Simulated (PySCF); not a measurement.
WF3, SMILES [F][W]([F])[F] (connectivity only; charge and spin as stated), neutral, multiplicity 4.

Geometry: B3LYP-D3(BJ)/def2-TZVP. The multiplicity is an assumed one; other spin states were not compared. The def2 effective core potentials stand for the cores of W; spin–orbit coupling is left out.

These are TDA-M06-2X/def2-SVPD (PySCF) values and carry that method's errors.

Vertical excitations; the highest root listed may be one member of a degenerate set. Isolated molecule, no solvent.

List the lowest excited states. (The exact figures need the calculation; the answer reports its results.)


```json
[
 {"state": "root 1", "energy (eV)": "2.12", "λ (nm)": "584", "f": "0.000", "main pairs": "α HOMO−1→LUMO 50 %, α HOMO→LUMO+1 48 %"},
 {"state": "root 2", "energy (eV)": "2.21", "λ (nm)": "561", "f": "0.002", "main pairs": "α HOMO→LUMO 51 %, α HOMO−1→LUMO+1 46 %"},
 {"state": "root 3", "energy (eV)": "2.29", "λ (nm)": "541", "f": "0.000", "main pairs": "α HOMO→LUMO+1, α HOMO−1→LUMO (degenerate set)"},
 {"state": "root 4", "energy (eV)": "2.29", "λ (nm)": "541", "f": "0.000", "main pairs": "α HOMO−1→LUMO+1, α HOMO→LUMO (degenerate set)"},
 {"state": "root 5", "energy (eV)": "3.59", "λ (nm)": "345", "f": "0.003", "main pairs": "α HOMO−2→LUMO+1 (degenerate set)"},
 {"state": "root 6", "energy (eV)": "3.59", "λ (nm)": "345", "f": "0.003", "main pairs": "α HOMO−2→LUMO (degenerate set)"},
 {"state": "root 7", "energy (eV)": "4.43", "λ (nm)": "280", "f": "0.000", "main pairs": "α HOMO−1→LUMO+2 (degenerate set)"},
 {"state": "root 8", "energy (eV)": "4.43", "λ (nm)": "280", "f": "0.000", "main pairs": "α HOMO→LUMO+2 (degenerate set)"},
 {"state": "root 9", "energy (eV)": "5.05", "λ (nm)": "246", "f": "0.021", "main pairs": "α HOMO→LUMO+3 (degenerate set)"},
 {"state": "root 10", "energy (eV)": "5.05", "λ (nm)": "246", "f": "0.021", "main pairs": "α HOMO−1→LUMO+3 (degenerate set)"}
]
```
Unrestricted roots are not spin-pure.
